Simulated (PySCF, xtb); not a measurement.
B3H5N3, SMILES B1N[B]NBN1, multiplicity 2.

Harmonic wavenumbers (cm⁻¹) from xtb 6.7.1 with GFN2-xTB at its own minimum, in rising order: 239, 267, 429, 491, 492, 649, 691, 717, 791, 796, 819, 942, 952, 978, 1058, 1083, 1173, 1243, 1287, 1313, 1391, 1393, 2571, 2578, 3440, 3441, 3461.

Task: What does r2SCAN-D4/def2-SVP in PySCF give at its own minimum? (An estimate is asked for; the answer gives what the named calculation found.)

Result: 281, 311, 439, 520, 522, 695, 717, 723, 858, 919, 927, 943, 945, 978, 1055, 1064, 1239, 1273, 1354, 1376, 1462, 1483, 2597, 2604, 3637, 3638, 3641. Paired by order, the mean absolute difference is 58 cm⁻¹ and the zero-point energies are 49.6 and 51.8 kcal/mol.
